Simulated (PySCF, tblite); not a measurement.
Isomers of C7H11PSi, one GFN2-xTB conformer each. Single-point energies are computed at PBE0/pcSseg-1 (PySCF, gas phase, no added dispersion term), electronic only.

Question: Rank them by PBE0/pcSseg-1 energy, lowest first (kJ/mol).
A. `[CH3:1][CH2:2][c:3]1[cH:4][cH:5][c:6]([SiH3:7])[cH:8][p:9]1` with C1–C2–C3–C4 -85°
B. `[SiH3:1][c:2]1[cH:3][cH:4][p:5]([CH:6]2[CH2:7][CH2:8]2)[cH:9]1` with C4–P5–C6–C7 170°
C. `[CH2:1]=[CH:2][c:3]1[cH:4][c:5]([CH3:6])[c:7]([SiH3:8])[pH:9]1` with C1–C2–C3–C4 -174°
D. `[CH3:1][c:2]1[cH:3][cH:4][cH:5][cH:6][c:7]1[PH:8][SiH3:9]` with C6–C7–P8–Si9 -90°
E. `[CH3:1][c:2]1[cH:3][cH:4][c:5]([PH:6][SiH3:7])[cH:8][cH:9]1` with C4–C5–P6–Si7 -83°

Answer: E (0.0), D (2.1), A (39.0), C (132.2), B (176.1).

As drawn, the highest has a three-membered ring and an Si–C bond, which the lowest lacks. Neighbours under 10 kJ/mol apart (Cc1ccc(P[SiH3])cc1 and Cc1ccccc1P[SiH3]) can change places with a better method, another conformer or zero-point energy. GFN2-xTB itself gives, in the same order: 1.8, 0.0, 66.1, 147.6, 179.5. GFN2-xTB puts Cc1ccccc1P[SiH3] lowest instead; measured from each level's own lowest isomer, the values differ by up to 27.1 kJ/mol (CCc1ccc([SiH3])cp1: 66.1 against 39.0).

Which frontier levels, dipoles and rotational constants go with these structures?

```json
{"SMILES": "Cc1ccc(P[SiH3])cc1", "HOMO (eV, PBE0/pcSseg-1)": "-6.46", "LUMO (eV)": "-0.48", "dipole (D)": "1.69", "A, B, C (MHz)": "2815, 584.9, 567.5"}
{"SMILES": "Cc1ccccc1P[SiH3]", "HOMO (eV, PBE0/pcSseg-1)": "-6.64", "LUMO (eV)": "-0.59", "dipole (D)": "0.95", "A, B, C (MHz)": "1942, 820.8, 702.9"}
{"SMILES": "CCc1ccc([SiH3])cp1", "HOMO (eV, PBE0/pcSseg-1)": "-7.03", "LUMO (eV)": "-1.52", "dipole (D)": "1.49", "A, B, C (MHz)": "2866, 626.6, 544.4"}
{"SMILES": "C=Cc1cc(C)c([SiH3])[pH]1", "HOMO (eV, PBE0/pcSseg-1)": "-6.24", "LUMO (eV)": "-1.71", "dipole (D)": "1.54", "A, B, C (MHz)": "2226, 759.5, 574.8"}
{"SMILES": "[SiH3]c1ccp(C2CC2)c1", "HOMO (eV, PBE0/pcSseg-1)": "-6.76", "LUMO (eV)": "-1.39", "dipole (D)": "1.30", "A, B, C (MHz)": "2946, 608.7, 554.6"}
```

What happens when harmonic zero-point energies from GFN2-xTB frequencies are added?

```tsv
SMILES	ZPE (kJ/mol)	electronic (kJ/mol)	with ZPE (kJ/mol)
Cc1ccc(P[SiH3])cc1	389.0	0.0	0.0
Cc1ccccc1P[SiH3]	389.3	2.1	2.4
CCc1ccc([SiH3])cp1	396.5	39.0	46.5
C=Cc1cc(C)c([SiH3])[pH]1	382.5	132.2	125.6
[SiH3]c1ccp(C2CC2)c1	391.7	176.1	178.7
```

The zero-point energies span 14.0 kJ/mol. The order is unchanged.

As an exercise, what shares would exp(−E/RT) give at 500 K from these electronic energies alone (no entropy, no degeneracies)?

RT = 4.157 kJ/mol: Cc1ccc(P[SiH3])cc1 62.4 %, Cc1ccccc1P[SiH3] 37.6 %, CCc1ccc([SiH3])cp1 under 0.1 %, C=Cc1cc(C)c([SiH3])[pH]1 under 0.1 %, [SiH3]c1ccp(C2CC2)c1 under 0.1 %.
